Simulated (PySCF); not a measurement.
From one molecule to another.

First species: C2H5NOSi.
Z-matrix (Å and degrees, GFN2-xTB geometry), rows numbered from 1:
```
N 
C   1  1.2563
Si  2  1.9126  1  129.02
C   3  1.9164  2  105.26  1  -119.27
O   4  1.2040  3  123.88  2   117.69
H   1  1.0197  2  115.77  3     0.65
H   2  1.0912  1  114.09  3   179.38
H   3  1.4631  2  107.66  1   125.99
H   3  1.4592  2  111.21  1    -0.08
H   4  1.1128  3  117.06  2   -61.78
```

Second species: C₅H₈Cl₂Si.
SMILES: `CC#C[SiH](CCl)CCl`

Levels: B3LYP/def2-SVPD for dipole moment, HOMO energy, LUMO energy, HOMO–LUMO gap, static isotropic polarisability and electronic spatial extent ⟨r²⟩ about the centre of nuclear charge; TDDFT B3LYP/def2-SVPD for lowest singlet excitation; TDA B3LYP/def2-SVPD for lowest triplet excitation (Tamm–Dancoff); GFN2-xTB for rotational constant A and rotational constant C. Geometries: GFN2-xTB. Each species is one conformer at its optimised geometry, gas phase, non-relativistic unless stated. Electronic properties by PySCF.

The conformers computed, where there is a choice (atom-mapped SMILES and torsion angles):
- `[H]/[N:1]=[CH:2]\[SiH2:3][CH:4]=[O:5]`: N1–C2–Si3–C4 -119°, C2–Si3–C4–O5 118°
- `[CH3:1][C:2]#[C:3][SiH:4]([CH2:5][Cl:6])[CH2:7][Cl:8]`: C3–Si4–C5–Cl6 -175°, C3–Si4–C7–Cl8 -52°

```
                                                         property   column X    column Y
                                                    dipole moment     2.13 D      3.05 D
                                                      HOMO energy   -6.91 eV    -7.50 eV
                                                      LUMO energy   -2.29 eV    -0.50 eV
                                                    HOMO–LUMO gap    4.62 eV     7.00 eV
                                        lowest singlet excitation    3.14 eV     5.87 eV
                         lowest triplet excitation (Tamm–Dancoff)    2.48 eV     4.98 eV
                                  static isotropic polarisability    64.6 au    115.5 au
electronic spatial extent ⟨r²⟩ about the centre of nuclear charge  662 bohr²  2240 bohr²
                                            rotational constant A  9.004 GHz   1.400 GHz
                                            rotational constant C  1.827 GHz   0.493 GHz
```

(1) Which column belongs to which species?

(2) How does each property change from the first species to the second?

## Answers

(1) Column X is the first species and column Y the second. The first has 10 atoms and 46 electrons, the second 16 and 86.

(2) dipole moment +0.92 D; HOMO energy -0.59 eV; LUMO energy +1.79 eV; HOMO–LUMO gap +2.38 eV; lowest singlet excitation +2.73 eV; lowest triplet excitation (Tamm–Dancoff) +2.50 eV; static isotropic polarisability +50.9 au; electronic spatial extent ⟨r²⟩ about the centre of nuclear charge +1578 bohr²; rotational constant A -7.604 GHz; rotational constant C -1.334 GHz.

On the first: The vertical singlet–triplet gap S1 − T1 is 0.66 eV (TDDFT singlet less Tamm–Dancoff triplet; S1: HOMO→LUMO, weight 0.78; T1: HOMO→LUMO, weight 0.76). S1 lies 1.48 eV below the HOMO–LUMO gap; its leading configuration is HOMO→LUMO, weight 0.78.

On the second: No computed singlet falls in the visible range (750 to 380 nm, 1.65 to 3.26 eV); S1 lies 2.61 eV above its blue end. The vertical singlet–triplet gap S1 − T1 is 0.89 eV (TDDFT singlet less Tamm–Dancoff triplet; S1: HOMO−1→LUMO, weight 0.71; T1: HOMO→LUMO, weight 0.34, beside HOMO−1→LUMO+1, weight 0.26).
